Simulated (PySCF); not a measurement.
Simulation results for AlF₃H, Al₃FH₃, Al₂BFH₃, CH₃Al₂F

Computed with PySCF 2.14.0. Calculation on a computer-drawn molecule: optimised geometry and harmonic frequencies of an isolated molecule of the commonest isotopes, restricted reference for singlets and unrestricted otherwise, frozen core in MP2.

(1) AlF₃H

Start structure:
```xyz
5
AlF3H
F     -0.5655    -1.3037     1.0811
Al    -0.5754     0.2367     0.3858
F     -0.0946     1.3621     1.4859
F     -2.1071     0.6128    -0.2387
H      0.4161     0.1766    -0.8318
```

- charge: -1
- multiplicity: 1
- method: HF
- basis: aug-cc-pV(D+d)Z
- rotational constants: 6.171, 6.171, 3.539 GHz
- total energy: -541.1622 hartree
- convergence status largest gradient component: 1.852e-05 hartree/bohr

Drawn bonds:
| atom | other atom | order |
| --- | --- | --- |
| 1 | 2 | 1 |
| 2 | 3 | 1 |
| 2 | 4 | 1 |
| 2 | 5 | 1 |

Optimised structure:
```xyz
5
AlF3H
F     -0.6146    -1.2954     1.1052
Al    -0.5635     0.2165     0.3507
F     -0.1055     1.3697     1.4989
F     -2.1193     0.5941    -0.1925
H      0.4765     0.1996    -0.8800
```

Modes:
| frequency (cm⁻¹) | reduced mass (dalton) |
| --- | --- |
| 247.5 | 13.77 |
| 247.5 | 13.77 |
| 355.5 | 17.06 |
| 677.5 | 18.85 |
| 707.2 | 1.427 |
| 707.3 | 1.427 |
| 798.8 | 3.884 |
| 798.9 | 3.887 |
| 1828 | 1.037 |

(2) AlF₃H

Start structure:
```xyz
5
AlF3H
F     -0.6146    -1.2954     1.1052
Al    -0.5635     0.2165     0.3507
F     -0.1055     1.3697     1.4989
F     -2.1193     0.5941    -0.1925
H      0.4765     0.1996    -0.8800
```

- charge: -1
- multiplicity: 1
- method: MP2
- basis: aug-cc-pV(D+d)Z
- rotational constants: 5.943, 5.943, 3.397 GHz
- total energy: -541.8718 hartree
- convergence status largest gradient component: 4.85e-06 hartree/bohr

Drawn bonds:
| atom | other atom | order |
| --- | --- | --- |
| 1 | 2 | 1 |
| 2 | 3 | 1 |
| 2 | 4 | 1 |
| 2 | 5 | 1 |

Optimised structure:
```xyz
5
AlF3H
F     -0.6092    -1.3267     1.1129
Al    -0.5602     0.2165     0.3467
F     -0.0895     1.3934     1.5147
F     -2.1448     0.6017    -0.2114
H      0.4772     0.1996    -0.8807
```

Modes:
| frequency (cm⁻¹) | reduced mass (dalton) |
| --- | --- |
| 231.1 | 13.85 |
| 231.1 | 13.85 |
| 331.6 | 16.96 |
| 629.3 | 18.53 |
| 669.2 | 1.594 |
| 669.3 | 1.597 |
| 751 | 3.007 |
| 751.1 | 2.995 |
| 1829 | 1.039 |

(3) Al₃FH₃

Start structure:
```xyz
7
Al3FH3
F     -1.1905    -3.8882     3.3011
Al    -1.2282    -2.3046     2.6918
Al    -0.2162    -0.5574     1.1644
Al     1.7450    -0.9448    -0.4055
H     -2.2939    -1.4372     3.4125
H     -1.3826     0.3913     1.8996
H      1.0489    -2.4591     0.6933
```

* charge: 0
* multiplicity: 2
* method: HF
* basis: cc-pV(D+d)Z
* rotational constants: 5.412, 1.327, 1.074 GHz
* total energy: -826.9752 hartree
* spin squared: 0.8222
* convergence status largest gradient component: 8.107e-06 hartree/bohr

Drawn bonds:
| atom | other atom | order |
| --- | --- | --- |
| 1 | 2 | 1 |
| 2 | 3 | 1 |
| 3 | 4 | 1 |
| 2 | 5 | 1 |
| 3 | 6 | 1 |
| 4 | 7 | 1 |

Optimised structure:
```xyz
7
Al3FH3
F     -1.5020    -3.8301     2.8956
Al    -1.7466    -2.1998     3.1442
Al    -0.5300    -0.6228     1.4465
Al     1.1845    -1.6492    -0.1962
H     -2.6435    -1.8753     4.4059
H     -1.0380     0.8614     1.1846
H      2.7581    -1.8843    -0.1235
```

Modes:
| frequency (cm⁻¹) | reduced mass (dalton) |
| --- | --- |
| 27.89 | 4.298 |
| 52.68 | 6.737 |
| 174.6 | 5.483 |
| 214.2 | 1.316 |
| 273.7 | 2.095 |
| 321.5 | 1.78 |
| 374.7 | 1.683 |
| 393.7 | 2.21 |
| 464.1 | 1.359 |
| 575.1 | 1.136 |
| 698.4 | 1.127 |
| 820.1 | 17.15 |
| 1929 | 1.044 |
| 1939 | 1.043 |
| 1977 | 1.044 |

(4) Al₂BFH₃

Start structure:
```xyz
7
Al2BFH3
F     -1.1020     1.8592     2.5358
Al    -0.2651     3.1415     1.3357
B      1.2110     2.4647     0.1454
Al     2.6767     1.3951     1.1021
H     -0.1078     4.6077     2.1123
H      0.9614     2.0946    -0.9431
H      2.5912     1.0871     2.6313
```

- charge: 0
- multiplicity: 2
- method: HF
- basis: cc-pV(D+d)Z
- rotational constants: 13.07, 1.486, 1.429 GHz
- total energy: -609.7096 hartree
- spin squared: 0.8362
- convergence status largest gradient component: 3.54e-05 hartree/bohr

Drawn bonds:
| atom | other atom | order |
| --- | --- | --- |
| 1 | 2 | 1 |
| 2 | 3 | 1 |
| 3 | 4 | 1 |
| 2 | 5 | 1 |
| 3 | 6 | 1 |
| 4 | 7 | 1 |

Optimised structure:
```xyz
7
Al2BFH3
F     -1.6906     2.3730     2.2085
Al    -0.4290     3.2542     1.5786
B      1.1059     2.1943     0.5593
Al     2.9995     1.6732     1.3167
H     -0.5045     4.8064     1.8501
H      0.9858     2.0025    -0.6274
H      3.4984     0.3463     2.0336
```

Modes:
| frequency (cm⁻¹) | reduced mass (dalton) |
| --- | --- |
| 46.84 | 4.639 |
| 112.4 | 3.191 |
| 173.4 | 2.905 |
| 264 | 1.521 |
| 348.6 | 1.191 |
| 421.7 | 1.948 |
| 499 | 2.069 |
| 603.9 | 1.478 |
| 677.4 | 2.038 |
| 708.6 | 1.195 |
| 771.5 | 1.909 |
| 844.7 | 10.04 |
| 1949 | 1.045 |
| 1997 | 1.043 |
| 2649 | 1.089 |

(5) CH₃Al₂F

Start structure:
```xyz
7
CH3Al2F
F      0.6630     4.9480    -1.6941
Al     0.3716     3.3496    -1.5891
C     -0.9090     2.4800    -0.2861
Al    -2.0906     2.4142    -1.8478
H      1.5462     2.6297    -2.4207
H     -0.9786     3.0352     0.5775
H     -0.4349     1.4695    -0.0011
```

* charge: 0
* multiplicity: 1
* method: HF
* basis: cc-pV(D+d)Z
* rotational constants: 11.39, 1.904, 1.746 GHz
* total energy: -622.9578 hartree
* convergence status largest gradient component: 3.354e-05 hartree/bohr

Drawn bonds:
| atom | other atom | order |
| --- | --- | --- |
| 1 | 2 | 1 |
| 2 | 3 | 1 |
| 3 | 4 | 1 |
| 2 | 5 | 1 |
| 3 | 6 | 1 |
| 3 | 7 | 1 |

Optimised structure:
```xyz
7
CH3Al2F
F      0.6355     5.0039    -1.6395
Al     0.6436     3.3467    -1.5205
C     -0.8096     2.5039    -0.5756
Al    -2.6334     2.2407    -1.3542
H      1.8269     2.6196    -2.2593
H     -1.0126     3.1069     0.3284
H     -0.4827     1.5045    -0.2405
```

Modes:
| frequency (cm⁻¹) | reduced mass (dalton) |
| --- | --- |
| 48.49 | 6.217 |
| 141.9 | 4.374 |
| 226 | 2.903 |
| 459.6 | 2.026 |
| 478 | 1.764 |
| 529.5 | 1.807 |
| 677.3 | 1.383 |
| 704.7 | 1.621 |
| 810.9 | 1.965 |
| 861 | 2.312 |
| 890 | 1.799 |
| 1435 | 1.098 |
| 2017 | 1.043 |
| 3080 | 1.057 |
| 3142 | 1.099 |

(6) CH₃Al₂F

Start structure:
```xyz
7
CH3Al2F
F      0.6355     5.0039    -1.6395
Al     0.6436     3.3467    -1.5205
C     -0.8096     2.5039    -0.5756
Al    -2.6334     2.2407    -1.3542
H      1.8269     2.6196    -2.2593
H     -1.0126     3.1069     0.3284
H     -0.4827     1.5045    -0.2405
```

- charge: 0
- multiplicity: 1
- method: MP2
- basis: cc-pV(D+d)Z
- rotational constants: 11.42, 1.881, 1.736 GHz
- total energy: -623.3994 hartree
- convergence status largest gradient component: 2.834e-05 hartree/bohr

Drawn bonds:
| atom | other atom | order |
| --- | --- | --- |
| 1 | 2 | 1 |
| 2 | 3 | 1 |
| 3 | 4 | 1 |
| 2 | 5 | 1 |
| 3 | 6 | 1 |
| 3 | 7 | 1 |

Optimised structure:
```xyz
7
CH3Al2F
F      0.6713     5.0298    -1.6182
Al     0.6427     3.3523    -1.5156
C     -0.8075     2.5074    -0.5645
Al    -2.6103     2.2100    -1.3826
H      1.7837     2.5988    -2.2982
H     -1.0440     3.1220     0.3345
H     -0.4681     1.5060    -0.2166
```

Modes:
| frequency (cm⁻¹) | reduced mass (dalton) |
| --- | --- |
| 49.4 | 6.855 |
| 133.8 | 4.502 |
| 214.2 | 2.857 |
| 428.2 | 1.55 |
| 455.6 | 1.867 |
| 504.7 | 2.024 |
| 640.9 | 1.18 |
| 670.6 | 1.621 |
| 761.9 | 1.769 |
| 796.2 | 2.161 |
| 853.7 | 3.346 |
| 1322 | 1.099 |
| 1984 | 1.044 |
| 3017 | 1.057 |
| 3098 | 1.101 |
